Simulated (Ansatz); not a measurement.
A structure relaxed at r2SCAN-D4/def2-TZVP in Ansatz, charge 0, doublet:

```xyz
11

Li    0.4914    1.1428   -1.7729
Li   -0.7234    0.8654    1.4804
Li    0.9389   -0.5843    0.4892
Li   -1.2309   -1.3052   -1.2742
Li   -1.6997   -2.0722    1.2172
Li    1.6434    2.4528    0.2075
H    -1.9779   -2.5585   -0.3760
H    -0.4739   -0.9252    1.6146
H     0.3841   -0.5611   -1.2470
H     1.6092    2.4122   -1.4783
H     1.0387    1.1334    1.1396
```

Question: Give its formula and point group.

Answer: the cluster Li₆H₅. Point group Cs (tolerance 0.1 Å).

Question: Summarise the bond lengths by kind (pairs closer than 1.2 times the sum of covalent radii, bridged metal pairs left out).

Answer: 13 × H–Li 1.69 to 1.84 Å.

Another isomer (doublet) lies 0.70 eV lower at PBE0-D4/def2-TZVP; other spin states weren't run for this one.
